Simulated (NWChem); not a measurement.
# H3SO4 cation; SMILES O=S(=O)(O)[OH2+]

```xyz
8

O     -1.5232     0.3680     0.1498
S     -0.0819     0.3328     0.1586
O      0.8602     0.4968     1.2446
O      0.4612     0.7536    -1.2683
O      0.2640    -1.6775    -0.2010
H      1.4473     0.8731    -1.2679
H      0.4116    -2.1761     0.6387
H     -0.4816    -2.1184    -0.6755
```
Atoms are numbered in this order, from 1.

All runs: NWChem. Structure relaxed at the PBE-D3(BJ)/def2-SVP level. Level: M06-2X/def2-SVP with SMD (1 M gas to 1 M solution), gas-phase geometry. Reactions with the solvent are ignored.

Estimate the computed values for solvent water. Quantities: solvation free energy (kcal/mol); cavity-dispersion-structure term (kcal/mol).


```
Property                                     Value
-------------------------------------------  -----
solvation free energy (kcal/mol)             -76.2
cavity-dispersion-structure term (kcal/mol)    2.0
```
